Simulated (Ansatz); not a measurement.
Name a neutral molecule of C, O, Zr and H with HOMO–LUMO gap (ωB97M-V/def2-TZVPP) between 10.75 and 11.05 eV and LUMO energy (PBE/def2-TZVPP) between -0.65 and -0.35 eV (Ansatz, PBE0-D4/def2-TZVP geometry).

`CC(C)[O][Zr]([OH])([OH])[O]C(C)C` (10.91 eV, -0.57 eV); `C[O][Zr]([O]C)([O]C)[O]C` (10.82 eV, -0.55 eV); `CC[O][Zr]([OH])([OH])[O]CC` (10.91 eV, -0.58 eV); `CC[O][Zr]([OH])([O]CC)[O]CC` (10.83 eV, -0.51 eV). Other molecules can fit too; these were computed, each in one conformer that needn't be the lowest.
